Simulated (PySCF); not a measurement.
Simulated C 1s region for `[C]([GeH3])#C[SiH2]C(=O)C`, binding energy against the vacuum level.

Every computed line was given a Gaussian of 0.6 eV full width at half maximum and an area set by the number of equivalent atoms; the highest printed point is 100. The calculation used delta-SCF UKS SCAN, pcX-2 on the ionised atom, pcseg-1 elsewhere, spin-free X2C in PySCF.

```json
{"binding energy (eV)": "289.0", "intensity": "0"}
{"binding energy (eV)": "289.1", "intensity": "1"}
{"binding energy (eV)": "289.2", "intensity": "2"}
{"binding energy (eV)": "289.3", "intensity": "6"}
{"binding energy (eV)": "289.4", "intensity": "14"}
{"binding energy (eV)": "289.5", "intensity": "28"}
{"binding energy (eV)": "289.6", "intensity": "49"}
{"binding energy (eV)": "289.7", "intensity": "72"}
{"binding energy (eV)": "289.8", "intensity": "91"}
{"binding energy (eV)": "289.9", "intensity": "100"}
{"binding energy (eV)": "290.0", "intensity": "95"}
{"binding energy (eV)": "290.1", "intensity": "77"}
{"binding energy (eV)": "290.2", "intensity": "55"}
{"binding energy (eV)": "290.3", "intensity": "34"}
{"binding energy (eV)": "290.4", "intensity": "20"}
{"binding energy (eV)": "290.5", "intensity": "14"}
{"binding energy (eV)": "290.6", "intensity": "16"}
{"binding energy (eV)": "290.7", "intensity": "25"}
{"binding energy (eV)": "290.8", "intensity": "36"}
{"binding energy (eV)": "290.9", "intensity": "46"}
{"binding energy (eV)": "291.0", "intensity": "51"}
{"binding energy (eV)": "291.1", "intensity": "48"}
{"binding energy (eV)": "291.2", "intensity": "39"}
{"binding energy (eV)": "291.3", "intensity": "28"}
{"binding energy (eV)": "291.4", "intensity": "17"}
{"binding energy (eV)": "291.5", "intensity": "8"}
{"binding energy (eV)": "291.6", "intensity": "4"}
{"binding energy (eV)": "291.7", "intensity": "1"}
{"binding energy (eV)": "291.8", "intensity": "0"}
{"binding energy (eV)": "291.9", "intensity": "0"}
{"binding energy (eV)": "292.0", "intensity": "0"}
{"binding energy (eV)": "292.1", "intensity": "0"}
{"binding energy (eV)": "292.2", "intensity": "1"}
{"binding energy (eV)": "292.3", "intensity": "2"}
{"binding energy (eV)": "292.4", "intensity": "6"}
{"binding energy (eV)": "292.5", "intensity": "12"}
{"binding energy (eV)": "292.6", "intensity": "21"}
{"binding energy (eV)": "292.7", "intensity": "33"}
{"binding energy (eV)": "292.8", "intensity": "44"}
{"binding energy (eV)": "292.9", "intensity": "51"}
{"binding energy (eV)": "293.0", "intensity": "50"}
{"binding energy (eV)": "293.1", "intensity": "42"}
{"binding energy (eV)": "293.2", "intensity": "30"}
{"binding energy (eV)": "293.3", "intensity": "18"}
{"binding energy (eV)": "293.4", "intensity": "10"}
{"binding energy (eV)": "293.5", "intensity": "4"}
{"binding energy (eV)": "293.6", "intensity": "2"}
{"binding energy (eV)": "293.7", "intensity": "1"}
{"binding energy (eV)": "293.8", "intensity": "0"}
```

Task: Count the maxima, the lines and the sites behind this envelope.

Result: The curve has 3 maxima (at 289.9, 291.0 and 292.9 eV). Under it lie 4 lines from 4 inequivalent carbon sites. At this width some lines have no maximum of their own.

Task: Decompose the envelope and assign each component. Numbering: `[CH3:1][C:2](=[O:3])[SiH2:4][C:5]#[C:6][GeH3:7]`.

Result: 
```tsv
position (eV)	relative area	line	atoms	environment
289.86	1	C 1s	C5	alkyne carbon
289.96	1	C 1s	C6	alkyne carbon
291.02	1	C 1s	C1	methyl carbon next to a carbonyl
292.94	1	C 1s	C2	carbonyl carbon
```

The listed C 1s values span 3.08 eV, from C5 (bonded to C (triple bond) and Si) to C2 (bonded to O (double bond), C and Si).

Shake-up satellites, vibrational structure and lifetime widths aren't simulated. The unrestricted hole states depart most from a pure doublet (⟨S²⟩ = 0.75; over 0.85 named) for C 1s of C2 (0.87), C 1s of C5 (0.85) and C 1s of C6 (0.86), which makes these values less certain. Isolated species at its PBE0-D3(BJ)/def2-SVP geometry (one conformer only).

Conformer computed: `[CH3:1][C:2](=[O:3])[SiH2:4][C:5]#[C:6][GeH3:7]`: C1–C2–Si4–C5 8°.
